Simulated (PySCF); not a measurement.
A GIAO shielding run with PySCF 2.14 (density fitting, non-relativistic, gas phase) on SMILES CC(C)[P@H](=S)C[SiH3], C$_{4}$H$_{13}$PSSi:

```
$ OMP_NUM_THREADS=1 python probes_run.py task.json out

{"job": {"kind": "nmr", "xc": "PBE0", "basis": "pcSseg-1"}, "charge": 0, "multiplicity": 1}
C     -1.854865    -1.057902    -0.728237
C     -1.358175     0.125110     0.090612
C     -2.203020     1.371015    -0.141706
P      0.382066     0.529636    -0.426716
S      0.603251     1.051671    -2.270830
C      1.446073    -0.835006     0.143369
Si     3.276522    -0.282587     0.125391
H     -1.302807    -1.964878    -0.483852
H     -1.723680    -0.847979    -1.790360
H     -2.911985    -1.236704    -0.540691
H     -1.343352    -0.125525     1.158272
H     -2.201406     1.624040    -1.201470
H     -1.798203     2.218420     0.412894
H     -3.231112     1.205648     0.175528
H      0.676283     1.534036     0.511976
H      1.127602    -1.147768     1.138578
H      1.293806    -1.666611    -0.548376
H      4.051095    -1.422933     0.615571
H      3.668104     0.085440    -1.228568
H      3.398655     0.853556     1.043566
```

Hardware: 1 thread of an Arm Neoverse V1, shared host. The job also computes population analyses, field gradients.

Question: How large is the calculation?

Answer: 82 electrons, 205 basis functions and 1133 auxiliary functions.

Question: How long does it take, and how much memory does it need?

Answer: 45 s of wall time, with 13 SCF cycles and 4 response iterations; peak memory 0.92 GiB. Times on a shared host scatter by some tens of per cent.
